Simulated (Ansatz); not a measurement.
Relaxation of CH₅BClN (9 atoms, charge 0, multiplicity 1), to a largest force component of 0.02 eV/Å in at most 50 steps.

Computed with RKS B3LYP/def2-SVP (Ansatz).

```xyz
9
Properties=species:S:1:pos:R:3
C 0.397 0.481 -0.914
N 0.217 -0.746 -0.210
B -0.145 -0.490 1.248
Cl -1.658 0.262 1.746
H 0.613 0.314 -2.002
H -0.608 1.112 -0.911
H 1.191 1.145 -0.484
H -0.541 -1.255 -0.631
H 0.623 -0.870 2.143
```

Where does it end, and by what steps?

The forces met the threshold. After 12 steps the energy has fallen by 1.503 eV; Cl4 moved furthest, 1.64 Å.

```json
{"step": "0", "energy less start (eV)": "0.0000", "largest force component (eV/Å)": "2.911", "accepted": "yes"}
{"step": "1", "energy less start (eV)": "-0.2406", "largest force component (eV/Å)": "1.371", "accepted": "yes"}
{"step": "2", "energy less start (eV)": "-0.3650", "largest force component (eV/Å)": "0.726", "accepted": "yes"}
{"step": "3", "energy less start (eV)": "-0.4979", "largest force component (eV/Å)": "1.014", "accepted": "yes"}
{"step": "4", "energy less start (eV)": "-0.6816", "largest force component (eV/Å)": "0.774", "accepted": "yes"}
{"step": "5", "energy less start (eV)": "-0.9063", "largest force component (eV/Å)": "0.674", "accepted": "yes"}
{"step": "6", "energy less start (eV)": "-1.1104", "largest force component (eV/Å)": "0.706", "accepted": "yes"}
{"step": "7", "energy less start (eV)": "-1.2878", "largest force component (eV/Å)": "0.609", "accepted": "yes"}
{"step": "8", "energy less start (eV)": "-1.4172", "largest force component (eV/Å)": "0.413", "accepted": "yes"}
{"step": "9", "energy less start (eV)": "-1.4927", "largest force component (eV/Å)": "0.139", "accepted": "yes"}
{"step": "10", "energy less start (eV)": "-1.5002", "largest force component (eV/Å)": "0.200", "accepted": "yes"}
{"step": "11", "energy less start (eV)": "-1.5030", "largest force component (eV/Å)": "0.041", "accepted": "yes"}
{"step": "12", "energy less start (eV)": "-1.5031", "largest force component (eV/Å)": "0.012", "accepted": "yes"}
```

```xyz
9
Properties=species:S:1:pos:R:3
C 0.511 0.483 -0.981
N -0.406 -0.223 -0.106
B -0.263 -0.419 1.261
Cl -1.511 -1.322 2.162
H 0.906 -0.174 -1.776
H 0.027 1.347 -1.469
H 1.363 0.857 -0.396
H -1.228 -0.603 -0.569
H 0.689 0.008 1.858
```

Whether the end is a true minimum wasn't checked by a vibrational analysis.

Time of the run: 27 s on 2 threads of Arm Neoverse V1, on a shared host, peak memory 0.16 GiB.
